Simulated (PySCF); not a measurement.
As (arsenic, neutral) across methods

[Ar] 3d10 4s1 4p4, high-spin 4P determinant (an excited configuration). All numbers are calculated (PySCF 2.14, the spin-free X2C one-electron Hamiltonian (Gaussian nucleus), in x2c-QZVPPall (11s8p5d4f1g, 97 functions)).

```csv
method,E (hartree),mean ε 4s α (eV),mean ε 4p α (eV),mean ε 4p β (eV),Σ⟨r²⟩ (bohr²),⟨S²⟩
wB97X,-2260.492,-21.177,-10.041,-7.473,42.17,3.758
LDA,-2257.021,-16.427,-6.709,-4.723,42.34,3.755
PBE,-2260.145,-16.293,-6.636,-4.626,42.34,3.756
wB97M-V,-2260.262,-21.085,-9.944,-7.258,42.48,3.758
r2SCAN,-2260.445,-17.268,-7.114,-4.656,42.14,3.766
UHF,-2258.77155,-24.403,-11.228,-6.198,43.26,3.791
M06,-2260.433,-18.119,-7.641,-5.363,41.88,3.757
PBE0,-2260.182,-18.452,-7.897,-5.337,42.24,3.759
M06-L,-2260.358,-16.823,-6.785,-4.472,41.88,3.761
```
